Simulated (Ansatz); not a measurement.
`C[N]1C[CH2][AlH]1`, charge 0, multiplicity 1.

Give a relaxed structure at PBE0-D4/def2-TZVP (Ansatz 0.2.0). (An estimate is asked.)

Ansatz gave: 
```xyz
13

C    -0.5568   -0.4120   -1.7706
N    -0.2217   -0.3872   -0.3836
C     0.3301    0.8573    0.1682
C     0.5711    0.5295    1.6617
Al   -0.1404   -1.2264    1.1691
H    -1.3171    0.3415   -2.0232
H    -0.9539   -1.3903   -2.0494
H     0.3169   -0.2122   -2.4081
H     1.2617    1.1381   -0.3451
H    -0.3745    1.6925    0.0407
H     1.6196    0.6015    1.9528
H    -0.0125    1.1552    2.3378
H    -0.5225   -2.6876    1.6496
```
Point group Cs.
This is one stationary point; other conformers may exist.
